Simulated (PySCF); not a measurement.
A GIAO shielding run with PySCF 2.14.0 with density-fitted response routines (density fitting, non-relativistic, gas phase) on SMILES C#CC1=C(F)OC(F)=C(F)O1, C₆HF₃O₂:

```
$ OMP_NUM_THREADS=1 python probes_run.py task.json out

{"job": {"kind": "nmr", "xc": "PBE0", "basis": "pcSseg-1"}, "charge": 0, "multiplicity": 1}
C      3.058235    -0.798360     0.523224
C      1.920978    -0.461419     0.336448
C      0.578090    -0.105562     0.102845
C      0.105840     1.137657     0.231669
F      0.864364     2.160057     0.595868
O     -1.189514     1.536198     0.015335
C     -1.995884     0.473861    -0.352629
F     -3.252380     0.848076    -0.547695
C     -1.553422    -0.770780    -0.490379
F     -2.330652    -1.784823    -0.844476
O     -0.261383    -1.162075    -0.287172
H      4.056925    -1.073516     0.690935
```

Hardware: 1 thread of an Arm Neoverse V1, shared host. The job also computes population analyses, field gradients, ring-centre shieldings.

(1) How large is the calculation?

(2) How long does it take, and how much memory does it need?

Results:

(1) 80 electrons, 192 basis functions and 993 auxiliary functions.

(2) 36 s of wall time, with 15 SCF cycles and 5 response iterations; peak memory 0.82 GiB. Times on a shared host scatter by some tens of per cent.
